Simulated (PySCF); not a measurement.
BrH4NO2Sn, SMILES [NH2][Sn]([OH])([OH])[Br].

Coordinates come from a PBE-D3(BJ)/def2-SVP optimisation. The structure was generated by enumeration; whether it is a known compound was not checked. The def2 effective core potentials stand for the cores of Sn; spin–orbit coupling is left out. The values are those of a single conformer.

Two levels are set side by side: PBE/def2-TZVP (PySCF) and M06-2X/def2-TZVP (PySCF). Same geometry, gas phase. Differences are taken from unrounded values.

```tsv
quantity	M06-2X
orbital gap (eV)	8.55
highest occupied level (eV)	-9.74
lowest empty level (eV)	-1.19
dipole moment (D)	0.79
mean polarisability (bohr³)	71.8
```

Task: What does PBE give, and how far is it from M06-2X? (The exact figures need the calculation; the answer reports its results.)

Result: 
| quantity | PBE | PBE minus M06-2X |
|---|---|---|
| orbital gap (eV) | 3.78 | -4.77 |
| highest occupied level (eV) | -6.90 | 2.84 |
| lowest empty level (eV) | -3.12 | -1.93 |
| dipole moment (D) | 0.78 | 0.00 |
| mean polarisability (bohr³) | 77.8 | 5.9 |

Without exact exchange PBE keeps part of each electron's self-repulsion, which lifts occupied levels and narrows the gap. PBE's more diffuse valence density responds more strongly to a field. Differences between two approximate levels are no errors against the true value.

Rough cost on one machine, each run with all the roots and properties that it gave: M06-2X against PBE about 3 times.
